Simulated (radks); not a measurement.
Valence configurations of Re I (all share [Xe]). Calculated with a radial shooting solver on a logarithmic mesh with Libxc functionals: scalar-relativistic Kohn-Sham, PBE, spin-polarised, spherical densities, finite nucleus; open shells are filled with parallel spins first (spin-orbit coupling, left out, can overturn this in heavy ions); Fermi nuclear charge, rms radius 5.3698 fm. Energies are relative to 4f14 5d5 6s2; eigenvalues in eV for spin up.

| valence | E (eV) | moment (Bohr magnetons) | e(4f) | e(5d) | e(6p) | e(6s) |
|---|---|---|---|---|---|---|
| 4f14 5d5 6s2 | 0.000 | 5 | -42.023 | -6.403 | - | -6.558 |
| 4f14 5d6 6s1 | 1.497 | 5 | -39.835 | -4.856 | - | -5.974 |
| 4f14 5d5 6s1 6p1 | 2.738 | 7 | -43.440 | -7.847 | -2.489 | -7.812 |
| 4f14 5d7 | 5.026 | 3 | -38.253 | -3.576 | - | - |
| 4f14 5d4 6s2 6p1 | 5.743 | 5 | -46.404 | -9.441 | -2.765 | -8.397 |
| 4f13 5d6 6s2 | 42.076 | 5 | -52.249 | -7.384 | - | -6.549 |
| 4f13 5d7 6s1 | 42.647 | 5 | -49.738 | -5.577 | - | -5.901 |
| 4f13 5d5 6s2 6p1 | 46.073 | 7 | -56.615 | -10.955 | -2.792 | -8.651 |
| 4f12 5d6 6s2 6p1 | 97.745 | 7 | -67.510 | -12.137 | -2.766 | -8.725 |
| 4f12 5d5 6s2 6p2 | 104.87 | 9 | -72.165 | -15.819 | -3.922 | -10.662 |

NIST lists [Xe] 4f14 5d5 6s2 as the ground configuration; this level of theory agrees among the configurations tried. The energies are those of spherical high-spin densities, not of single terms.
